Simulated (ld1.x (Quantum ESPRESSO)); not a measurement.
**copper: variants of one RRKJ potential**

Base potential:

* Element: Cu (Z = 29)
* Generator: ld1.x (Quantum ESPRESSO) 7.5
* Type: norm-conserving RRKJ (Kleinman–Bylander form)
* Functional: PBEsol
* Relativity: non-relativistic
* Frozen core: [Ne]
* Valence charge: 19
* Reference configuration: 3s2 3p6 3d10 4s1 4p0
* Partial waves: 3s (bound): rc 1.20 bohr; 3p (bound): rc 0.90 bohr; 3d (bound): rc 0.85 bohr
* Local potential: the d channel
* Core correction: Bessel-smoothed model core inside 0.65 bohr
* rho0: 0.01

Occupied shells without a wave of their own: 4s. They enter only through the test configuration that unscreens the potential, and ld1.x also counts them in the model core charge.

Cutoffs, loose and tight: the cutoffs (Ry, on a coarse ladder) from which the occupation-weighted sum of valence levels, in a spherical-Bessel basis at the reference potential, stays within 10 and 1 mRy of its value at 400 Ry. They do not see the model core or the augmentation charge, which bear on the density cutoff. Test errors are all-electron minus pseudo excitation energies from the reference, over the configurations 3s2 3p6 3d10 4s0 4p0; 3s2 3p6 3d9 4s0 4p0; 3s2 3p6 3d8 4s0 4p0; 3s2 3p6 3d9 4s2 4p0; 3s2 3p5 3d10 4s1 4p0; 3s2 3p6 3d10 4s0 4p1; 3s2 3p6 3d9 4s1 4p1. A dash means not determined; rows that change the core or the reference have their own tests.

With those shells counted twice in exchange and correlation these files are broken, and their errors move erratically; no question is asked of them.

```tsv
change	outcome	cutoff, loose	cutoff, tight	bound ghosts	largest test error (meV)
base	generated	300 Ry	over 300 Ry	none	-390
wave 3s (bound): rc 1.20 bohr becomes 3s (bound): rc 0.80 bohr	generated	300 Ry	over 300 Ry	none	-924
wave 3s (bound): rc 1.20 bohr becomes 3s (bound): rc 0.88 bohr	generated	300 Ry	over 300 Ry	none	-962
wave 3s (bound): rc 1.20 bohr becomes 3s (bound): rc 1.00 bohr	generated	300 Ry	over 300 Ry	none	-902
wave 3s (bound): rc 1.20 bohr becomes 3s (bound): rc 1.10 bohr	generated	300 Ry	over 300 Ry	none	-684
wave 3s (bound): rc 1.20 bohr becomes 3s (bound): rc 1.22 bohr	generated	300 Ry	over 300 Ry	none	-264
wave 3s (bound): rc 1.20 bohr becomes 3s (bound): rc 1.32 bohr	generated, misses its reference levels by 0.24 eV	300 Ry	over 300 Ry	none	no test is counted, since the test run did not reproduce the reference configuration
wave 3s (bound): rc 1.20 bohr becomes 3s (bound): rc 1.46 bohr	generated, misses its reference levels by 0.49 eV	300 Ry	over 300 Ry	none	no test is counted, since the test run did not reproduce the reference configuration
wave 3s (bound): rc 1.20 bohr becomes 3s (bound): rc 1.54 bohr	failed: run_pseudo: Errors in PS-KS equation	–	–	–	–
wave 3s (bound): rc 1.20 bohr becomes 3s (bound): rc 1.68 bohr	failed: run_pseudo: Errors in PS-KS equation	–	–	–	–
wave 3s (bound): rc 1.20 bohr becomes 3s (bound): rc 1.84 bohr	failed: run_pseudo: Errors in PS-KS equation	–	–	–	–
```

Reading the sweep of the s radius (base included, trends over the rows without a ghost): The loose cutoff stays near 300 Ry. The median size of the test errors (rows with all tests solved) is not monotonic: lowest 69.6 meV at 1.22 bohr, highest 161.2 meV at 0.88 bohr. The generation fails at 1.54, 1.68, 1.84 bohr.
